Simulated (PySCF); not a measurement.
**How the method moves the HOMO and LUMO of `[SiH3]CO[SiH2]P`**

Species: CH9OPSi2.
Structure used (PBE0-D3(BJ)/def2-SVP), in Å, numbered top down from 1:
```xyz
14
CH9OPSi2 angstrom
Si    -2.5140    0.4947    0.2212
C     -1.2105   -0.5101   -0.7354
O      0.0294    0.1656   -0.7719
Si     1.2764   -0.0646    0.3096
P      3.0628    0.9429   -0.6154
H     -3.8189   -0.2375    0.2138
H     -2.0645    0.6797    1.6345
H     -2.6893    1.8341   -0.4129
H     -1.5558   -0.6592   -1.7733
H     -1.1174   -1.5239   -0.2967
H      1.0093    0.5946    1.6270
H      1.4396   -1.5356    0.5492
H      3.9095    0.5358    0.4640
H      3.4042   -0.1822   -1.4269
```

Basis pcSseg-1 throughout (PySCF), one geometry. One conformer (not necessarily the lowest) at the PBE0-D3(BJ)/def2-SVP geometry, without solvent, vibrations or thermal averaging.

Task: How do the orbital energies, the gap and the dipole change with the method?

Result: 
```
method           kind  HOMO (eV)  LUMO (eV)  gap (eV)  μ (D)  SCF cycles
  BLYP            GGA      -6.10      -0.61      5.50   1.63          14
  OPBE            GGA      -6.24      -0.61      5.63   1.85          14
   PBE            GGA      -6.24      -0.80      5.43   1.74          14
 B97-D            GGA      -6.25      -0.63      5.62   1.72          14
   KT2            GGA      -6.33      -0.95      5.38   1.69          14
   KT3            GGA      -6.35      -0.77      5.58   1.65          14
   LDA            LDA      -6.35      -1.07      5.28   1.84          14
  BP86            GGA      -6.36      -0.88      5.47   1.76          14
 B3LYP  global hybrid      -7.31      -0.10      7.21   1.75          13
    HF   Hartree–Fock     -10.15       3.33     13.47   2.05          10
```

The HOMO spans 4.04 eV, from BLYP down to HF, and the gap runs from 5.28 eV (LDA) to 13.47 eV (HF). Over the methods BLYP (0 %), OPBE (0 %), PBE (0 %), B97-D (0 %), KT2 (0 %), KT3 (0 %), LDA (0 %), BP86 (0 %), B3LYP (20 %), HF (100 %), a straight line through the gap against the share of exact exchange rises by 0.80 eV for each 10 % (correlation coefficient 0.999). The dipole ranges from 1.63 D (BLYP) to 2.05 D (HF). This basis has no diffuse functions.
